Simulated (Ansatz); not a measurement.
`[SiH3][GeH2][SH]` → Ge• + 6 H• + S• + Si•  (atomization)

Gas-phase electronic energies from Ansatz, PBE0-D4/def2-TZVP geometries. CCSD(T)/CBS adds triple-zeta CCSD(T) − MP2 to the extrapolated MP2 energy (def2 sets, frozen cores). This one scheme is used for every species, atoms too. DFT in def2-TZVPP. No spin–orbit coupling; open shells (•) take unrestricted orbitals. Spin–orbit coupling would lower the free atoms: a little for S, Si; clearly for Ge. For Ge outer-core shells are correlated without core-valence functions, so the limit isn't a true one: a few kJ/mol of doubt a bond, and 10 to 20 or more in all where bonds break to atoms. Scalar relativity is left out up to krypton. One conformer a species, not always the lowest.

`[SiH3][GeH2][SH]`:

Cartesian coordinates in Å:
```
Si -0.102 0.740 -1.409
Ge 0.290 -0.017 0.812
S -0.750 -1.985 0.985
H 0.441 -0.246 -2.377
H 0.575 2.049 -1.605
H -1.562 0.903 -1.631
H -0.282 0.955 1.861
H 1.792 -0.208 1.098
H -0.402 -2.191 2.266
```

```tsv
level	ΔE (kcal/mol)
revPBE-D4	575.4
BLYP-D4	580.4
HF/def2-SVP	431.9
CCSD/CBS(def2)	587.4
```

Task: What does CCSD(T)/CBS give? (An estimate is asked.)

Result: Computed: +593.8 kcal/mol. The listed levels differ from it by -18.4, -13.4, -161.9, -6.4 kcal/mol.

Largest T1 diagnostic among the species: 0.012.

Leaving LDA and LC-ωPBE aside and taking each functional with its dispersion term where it has one, the values, not all of them listed here, spread over 24.0 kcal/mol, from revPBE-D4 to B97M-V. LDA lies +78.7 kcal/mol from PBE without D4, its usual overbinding. From BLYP to BHLYP (50 % exact exchange), in def2-TZVPP and without D4, ΔE moves by +5.1 kcal/mol.

For atomizations the MP2-based limit and the directly extrapolated one differ by several kJ/mol either way, and by 10 to 25 for some Ge, Se and Sn compounds, so smaller differences from it don't rank the levels.
